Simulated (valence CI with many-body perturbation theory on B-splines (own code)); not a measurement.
## Tl³²⁺: calculated level list

Calculated by relativistic CI+MBPT: three valence electrons over a frozen Dirac-Fock core [Kr] 4d10, radial functions for each j: 7 s, 7 p, 7 d, 7 f, 4 g, 2 h, with the one-electron correlation potential Σ1, the two-electron term Σ2, the three-electron term Σ3, Breit, model QED; selected CI, second order for the rest, scaled by the run's own slope (own B-spline code, finite nucleus).

The last digits are not significant, and no measured levels were compared; by estimate large intervals hold to a few tenths of a per cent, small ones and those within an open d or f shell to about a per cent. Excitations out of the core, of the other parity, are not computed and may begin above about 193 eV (a cautious bound); beyond it only levels of the ground parity were kept, without lifetimes.

Levels 91 to 110 of 110, with energies above the lowest level, (4f5/2^3) J=9/2. "Leading %" is the weight of the configuration and term that name the level; weights of strongly mixed levels are sums over their largest components and can fall short. In the jj column 3d3/2^4 stands for four electrons in 3d with j = 3/2.

| No. | Configuration | Term | J | E (cm⁻¹) | Leading % | Second component | Leading jj |
| --- | --- | --- | --- | --- | --- | --- | --- |
| 91 | 4f²5p | ²G° | 9/2 | 2623500 | 58 | 19 % 4f²5p ⁴G° | 4f7/2^2 5p3/2 (64 %) |
| 92 | 4f²5p | ⁴D° | 7/2 | 2626000 | 43 | 36 % 4f²5p ²F° | 4f5/2 4f7/2 5p3/2 (90 %) |
| 93 | 4f²5p | ²P° | 3/2 | 2630300 | 42 | 18 % 4f²5p ²D° | 4f5/2 4f7/2 5p3/2 (47 %) |
| 94 | 4f²5p | ²D° | 5/2 | 2636400 | 48 | 13 % 4f²5p ⁴P° | 4f5/2 4f7/2 5p3/2 (82 %) |
| 95 | 4f²5p | ²H° | 11/2 | 2637500 | 46 | 41 % 4f²5p ⁴G° | 4f7/2^2 5p3/2 (92 %) |
| 96 | 4f²5p | ²I° | 13/2 | 2639300 | 58 | 24 % 4f²5p ²K° | 4f7/2^2 5p3/2 (64 %) |
| 97 | 4f²5p | ²D° | 5/2 | 2640700 | 37 | 26 % 4f²5p ²F° | 4f7/2^2 5p3/2 (77 %) |
| 98 | 4f²5p | ²G° | 9/2 | 2643400 | 44 | 34 % 4f²5p ⁴F° | 4f7/2^2 5p3/2 (77 %) |
| 99 | 4f²5p | ²F° | 7/2 | 2646800 | 53 | 19 % 4f²5p ⁴D° | 4f7/2^2 5p3/2 (97 %) |
| 100 | 4f²5p | ²D° | 3/2 | 2647300 | 55 | 17 % 4f²5p ⁴P° | 4f5/2 4f7/2 5p3/2 (89 %) |
| 101 | 4f²5p | ⁴D° | 5/2 | 2649000 | 38 | 32 % 4f²5p ⁴P° | 4f5/2 4f7/2 5p3/2 (81 %) |
| 102 | 4f²5p | ²H° | 11/2 | 2652900 | 47 | 34 % 4f²5p ²I° | 4f7/2^2 5p3/2 (68 %) |
| 103 | 4f²5p | ²P° | 1/2 | 2656600 | 48 | 24 % 4f²5p ⁴P° | 4f5/2 4f7/2 5p3/2 (66 %) |
| 104 | 4f²5p | ²K° | 15/2 | 2664200 | 87 | 13 % 4f²5p ⁴I° | 4f5/2 4f7/2 5p3/2 (52 %) |
| 105 | 4f²5p | ²H° | 9/2 | 2678000 | 78 | 13 % 4f²5p ²G° | 4f7/2^2 5p3/2 (57 %) |
| 106 | 4f²5p | ²P° | 1/2 | 2682100 | 79 | 12 % 4f²5p ²S° | 4f7/2^2 5p3/2 (63 %) |
| 107 | 4f²5p | ⁴D° | 7/2 | 2683400 | 52 | 40 % 4f²5p ²F° | 4f7/2^2 5p3/2 (95 %) |
| 108 | 4f²5p | ²P° | 3/2 | 2694200 | 54 | 29 % 4f²5p ²D° | 4f7/2^2 5p3/2 (83 %) |
| 109 | 4f²5p | ²D° | 5/2 | 2696900 | 52 | 33 % 4f²5p ⁴P° | 4f7/2^2 5p3/2 (94 %) |
| 110 | 4f²5p | ²P° | 3/2 | 2772700 | 87 | 4 % 4f²5p ⁴P° | 4f7/2^2 5p3/2 (89 %) |

Where two levels of one J and parity lie close, their mixing, g and order are uncertain.
